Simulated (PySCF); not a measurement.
Isomers of C8H14, one GFN2-xTB conformer each. Single-point energies are computed at PBE0/pcSseg-1 (PySCF, gas phase, no added dispersion term), electronic only.

| SMILES | GFN2-xTB relative energy (kJ/mol) |
| --- | --- |
| C=CC1CCCCC1 | 0.0 |
| C=C(CCC)C1CC1 | 102.9 |

Conformers: `[CH2:1]=[CH:2][CH:3]1[CH2:4][CH2:5][CH2:6][CH2:7][CH2:8]1` with C1–C2–C3–C4 -120°, C2–C3–C4–C5 -179°, C3–C4–C5–C6 58°, C4–C5–C6–C7 -57°, C5–C6–C7–C8 57°; `[CH2:1]=[C:2]([CH2:3][CH2:4][CH3:5])[CH:6]1[CH2:7][CH2:8]1` with C1–C2–C3–C4 114°, C2–C3–C4–C5 -178°, C1–C2–C6–C7 42°.

Task: What does PBE0/pcSseg-1 give for the same structures?

Result: 
| SMILES | PBE0/pcSseg-1 E (Eh) | PBE0/pcSseg-1 (kJ/mol) | GFN2-xTB (kJ/mol) | point group |
| --- | --- | --- | --- | --- |
| C=CC1CCCCC1 | -312.84332 | 0.0 | 0.0 | Cs |
| C=C(CCC)C1CC1 | -312.80466 | 101.5 | 102.9 | C1 |

Both levels put the same isomer lowest. As drawn, the higher has a three-membered ring, which the lower lacks.

Task: Which frontier levels, dipoles and rotational constants go with these structures?

Result: 
| SMILES | HOMO (eV, PBE0/pcSseg-1) | LUMO (eV) | dipole (D) | A, B, C (MHz) |
| --- | --- | --- | --- | --- |
| C=CC1CCCCC1 | -7.29 | 0.58 | 0.46 | 4115, 1340, 1110 |
| C=C(CCC)C1CC1 | -7.05 | 0.47 | 0.47 | 3556, 1154, 957.4 |
